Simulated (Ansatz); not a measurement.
Calculated with Ansatz (gas phase, PBE0-D4/def2-TZVP geometries, no zero-point term in ΔE). CBS: MP2 limit from def2 TZ/QZ plus the TZ coupled-cluster correction, frozen cores. DFT in def2-TZVPP. B3LYP here is the variant with VWN-RPA as its local correlation; programs differ in this. For Ga, Ge outer-core shells are correlated without core-valence functions, which leaves a few kJ/mol of doubt a bond. Scalar relativity is left out up to krypton. One conformer a species, not always the lowest.

`[GaH2][CH2][GeH3]` + `NC(F)[SiH2]Cl` → `F[CH]([GaH2])[SiH2]Cl` + `N[CH2][GeH3]`  (redistribution)

Q: Is it downhill or uphill in electronic energy at CCSD(T)/CBS, and by how much? (An estimate is asked.)

A: Ansatz gave: Uphill: ΔE = +73.1 kJ/mol.

Q: What do these levels give: PBE-D4, B3LYP-D4, ωB97X-V, PBE, r2SCAN, HF/def2-TZVPP, MP2/def2-TZVPP, SCS-MP2/def2-TZVPP, CCSD/def2-TZVPP, CCSD(T)/def2-TZVPP, MP2/def2-QZVPP, HF/CBS(def2)? (An estimate is asked.)

A: Computed: PBE-D4 71.6, B3LYP-D4 70.8, ωB97X-V 73.5, PBE 71.7, r2SCAN 76.2, HF/def2-TZVPP 75.0, MP2/def2-TZVPP 79.8, SCS-MP2/def2-TZVPP 76.0, CCSD/def2-TZVPP 74.2, CCSD(T)/def2-TZVPP 75.2, MP2/def2-QZVPP 78.3, HF/CBS(def2) 74.1 kJ/mol.

Largest T1 diagnostic among the species: 0.012.
